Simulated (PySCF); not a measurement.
Atom-mapped SMILES (the numbers label the heavy atoms): `[CH2:1]=[C:2]([CH3:3])[C@@:4]1([C:5]([CH3:6])=[O:7])[CH2:8][SiH2:9]1`. Each H is labelled by its parent atom. Ha(C1) is cis to C3; Ha(C8), Ha(Si9) are pro-R; Hb(C8), Hb(Si9) are pro-S; Hb(C1) is trans to C3.

[PySCF 2.14: geometry: GFN2-xTB; PBE0/pcSseg-1 with gauge-including orbitals; single conformer; one averaged value for each set of equivalent atoms; no relativistic terms; no solvent]

δ = σ(ref) − σ, references computed at the same level: 13C and 1H and 29Si vs TMS; H2O for 17O.

```
  atoms  nucleus  count  δ (ppm)
     C3      13C      1        ?
     C1      13C      1    129.9
Ha(Si9)       1H      1     2.97
 Ha(C8)       1H      1     1.07
 Hb(C1)       1H      1     5.45
 Ha(C1)       1H      1        ?
     O7      17O      1    589.8
  H(C6)       1H      3        ?
Hb(Si9)       1H      1        ?
     C4      13C      1     49.1
     C5      13C      1    210.5
    Si9     29Si      1    -98.2
  H(C3)       1H      3        ?
     C8      13C      1     13.9
     C2      13C      1    154.0
 Hb(C8)       1H      1     2.15
     C6      13C      1     31.3
```

Fill in the missing shifts.

Answers


- C3: 24.2 ppm, allylic methyl carbon; aliphatic region, no heteroatom directly attached
- Ha(C1): 5.59 ppm, hydrogen on a terminal =CH2 carbon; olefinic region
- Hb(Si9): 2.93 ppm, hydrogen on a silicon bonded to 2 C, in a 3-membered ring
- H(C6): 2.31 ppm, hydrogen on a methyl carbon α to a carbonyl; α to C=O
- H(C3): 2.00 ppm, hydrogen on an allylic methyl carbon; allylic position

Shifts are as computed. Against solution values, carbons near 30 ppm lie about +3 ppm off and those near 130 ppm about +5 ppm. Of 1309 compounds with measured shifts, 239 miss one by over three times the rms of a fit or turn the order of signals round; such compounds aren't used in these exercises. Unscaled 17O shifts of doubly bonded oxygen tend to come out too high, by tens of ppm or more. Experimental scales use liquid or dissolved standards, which lie at an offset from isolated H2O (liquid H2O: subtract about 36 ppm).
